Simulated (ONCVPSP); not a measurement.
Building the ONCV potential for nickel (PBE, scalar-relativistic).

```json
{
  "Element": "nickel",
  "Generator": "ONCVPSP 4.0.1",
  "Type": "optimised norm-conserving Vanderbilt (ONCV)",
  "Functional": "PBE",
  "Relativity": "scalar-relativistic",
  "Frozen core": "[Ar]",
  "Valence charge": "10",
  "Reference configuration": "3d9 4s1",
  "Partial waves": "4s: rc 2.35 bohr, ncon 3, nbas 7, qcut 3.4 1/bohr, 2 projectors, debl 0.4 Ha; p scattering state at 0.08 Ha: rc 1.85 bohr, ncon 4, nbas 7, qcut 4.6 1/bohr, 2 projectors, debl 3.1 Ha; 3d: rc 1.05 bohr, ncon 3, nbas 7, qcut 15.5 1/bohr, 1 projector",
  "Local potential": "polynomial inside 0.85 bohr (lpopt 4, dvloc0 0 Ha)",
  "Core correction": "polynomial model core, fcfact 0.75"
}
```

All-electron outer shells of the reference configuration (PBE, scalar-relativistic, ld1.x):

```json
{"shell": "3p", "level (eV)": "-66.47", "outermost node (bohr)": "0.27", "outermost maximum (bohr)": "0.65"}
{"shell": "3d", "level (eV)": "-4.64", "outermost node (bohr)": "–", "outermost maximum (bohr)": "0.64"}
{"shell": "4s", "level (eV)": "-4.49", "outermost node (bohr)": "0.93", "outermost maximum (bohr)": "2.35"}
```

What the tests gave:

* Cutoffs needed: 87 Ha and 99 Ha (the cutoffs (Ha) at which the residual kinetic energy of the hardest occupied pseudo-wave falls to 1 and 0.1 mHa per electron)
* Ghost test: ghosts flagged at negative energy: s at -68.3 eV, p at -20.9 eV; GHOST(+) flagged for p at 180.7 eV; a true bound ghost makes a file unfit for plane-wave use
* Largest excitation error: -101 meV (all-electron minus pseudo) for 3d8 4s2, out of 4 test configurations
* rms error of d²Exc/dni dnj: 8.20 mHa without and 1.09 mHa with the model core

Generation and tests took about 3.1 s on one core of a shared server CPU.
